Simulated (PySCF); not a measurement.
A calculated (UHF, PySCF 2.14, 6-31G*, no relativity, point nucleus) atom or ion has these occupied shells.

| shell | electrons | orbital energy (eV) | rms radius, mean of both spins (bohr) |
| --- | --- | --- | --- |
| 1s α | 1 | -14180.5 | 0.0491 |
| 1s β | 1 | -14180.1 | 0.0491 |
| 2s α | 1 | -1928.9 | 0.203 |
| 2s β | 1 | -1928.7 | 0.203 |
| 2p α | 3 | -1741.5 | 0.179 |
| 2p β | 3 | -1741.2 | 0.179 |
| 3s α | 1 | -321.56 | 0.576 |
| 3s β | 1 | -320.94 | 0.576 |
| 3p α | 3 | -253.06 | 0.586 |
| 3p β | 3 | -252.23 | 0.586 |
| 3d α | 5 | -129.68 | 0.610 |
| 3d β | 5 | -129.24 | 0.610 |
| 4s α | 1 | -56.452 | 1.65 |
| 4s β | 1 | -49.601 | 1.65 |
| 4p α | 3 | -37.880 | 1.87 |
| 4p β | 1 | -34.996 | 1.87 |

Problem. Name the element and its charge.

Solution. Kr²⁺ (krypton, charge +2), in [Ar] 3d10 4s2 4p4, high-spin 3P determinant.
